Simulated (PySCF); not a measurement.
A calculated (B3LYP, PySCF 2.14, aug-cc-pVDZ-DK, the spin-free X2C one-electron Hamiltonian (Gaussian nucleus)) atom or ion has these occupied shells.

```json
{"shell": "1s α", "electrons": "1", "orbital energy (eV)": "-123.09", "rms radius, mean of both spins (bohr)": "0.487"}
{"shell": "1s β", "electrons": "1", "orbital energy (eV)": "-122.65", "rms radius, mean of both spins (bohr)": "0.487"}
{"shell": "2s α", "electrons": "1", "orbital energy (eV)": "-15.260", "rms radius, mean of both spins (bohr)": "2.47"}
```

(1) Name the element and its charge.

## Answers

(1) Be⁺ (beryllium, charge +1), in [He] 2s1, 2S determinant.
